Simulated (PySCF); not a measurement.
**Dipole moment and polarisability of SiHMe3**

Species: SiHMe3, C3H10Si.
Geometry (PBE0-D3(BJ)/def2-SVP, Å), atoms numbered from 1 in this order:
```
atom  x, y, z in Å
Si1    0.0062   -0.0033    0.4979
H2     0.0258    0.0005    1.9992
C3     1.7809   -0.0147   -0.1300
H4     2.3454    0.8481    0.2576
H5     1.8029    0.0345   -1.2307
H6     2.3087   -0.9307    0.1778
C7    -0.8837    1.5448   -0.0982
H8    -1.9275    1.5616    0.2524
H9    -0.8959    1.5906   -1.1991
H10   -0.3893    2.4566    0.2719
C11   -0.9041   -1.5416   -0.0936
H12   -1.9465   -1.5467    0.2620
H13   -0.4189   -2.4607    0.2706
H14   -0.9234   -1.5830   -1.1947
```

Level: CAM-B3LYP/def2-SVPD (PySCF), static field, nuclei fixed, core orbitals frozen in the response. The polarisability tensor in these axes (au):

```
x   68.10  0.01 -0.09
y    0.01 68.08  0.00
z   -0.09  0.00 60.50
```

Task: What are the eigenvalues, a third of the trace, and Δα (Δα² = ½Σ(αi − αj)² over the three pairs)?

Result: Principal values 60.50, 68.07 and 68.11 au; mean 65.56 au = 9.71 Å³ = 10.81 × 10⁻⁴⁰ C²·m²/J; Δα = 7.59 au (12 % of the mean).

Task: What is the dipole moment, and where does it point?

Result: (-0.01, 0.00, -0.54) D, 0.54 D in size, pointing from the negative to the positive side. Measured along this direction, the outermost atoms are H2 at the negative end and H9, H14 and H5 at the positive end.

Task: Form Σ f/ω² (atomic units) for the 10 lowest TDDFT singlets, given as eV and f, and set it beside the mean polarisability, which is this sum over all singlets: 8.23, 0.0886; 8.23, 0.0877; 8.49, 0.0024; 8.92, 0.0624; 8.96, 0.0006; 8.97, 0.0428; 8.97, 0.0421; 9.02, 0.0407; 9.02, 0.0416; 9.48, 0.0169.

Result: They add up to 4.21 au, 6.4 % of the 65.56 au; the largest single term is 0.97 au, from the state at 8.23 eV. Terms in order: 0.97, 0.96, 0.02, 0.58, 0.01, 0.39, 0.39, 0.37, 0.38, 0.14 au. Higher excitations give the rest. The strengths listed sum to 0.426.

Task: Rayleigh depolarisation ratio (linearly polarised light, static tensor)?

Result: ρ = 3Δα²/(45ᾱ² + 4Δα²) = 172.8/(193399 + 230.5) ≈ 0.000893.

Task: Give the eigenvalues of the traceless quadrupole moment Θ = ½Σq(3rr − r²1), origin at the centre of nuclear charge.

Result: -0.98, 0.48, 0.50 D·Å. The values depend on the origin, since the dipole doesn't vanish. The electronic extent ⟨r²⟩ about the same centre is 496 bohr², a root-mean-square distance of 1.82 Å for the 42 electrons.

Task: Find the Langevin capture rate constant for O2+ (31.990 u) meeting this molecule (74.055 u), k = 2.342 × 10⁻⁹ cm³/s × √(α in Å³ / reduced mass in u).

Result: The reduced mass is 22.34 u, so k = 1.54 × 10⁻⁹ cm³/s. The formula leaves out the permanent dipole, which adds to the capture rate.

Task: Refractivity n − 1 of an ideal gas of it at 350 K and 1 atm, from the electronic α?

Result: N = p/kT = 2.0968 × 10¹⁹ cm⁻³, so n − 1 = 2π × N × 9.71 × 10⁻²⁴ cm³ = 1280 × 10⁻⁶ at long wavelengths.

Geometry: PBE0-D3(BJ)/def2-SVP; no solvent, vibrations or thermal averaging.
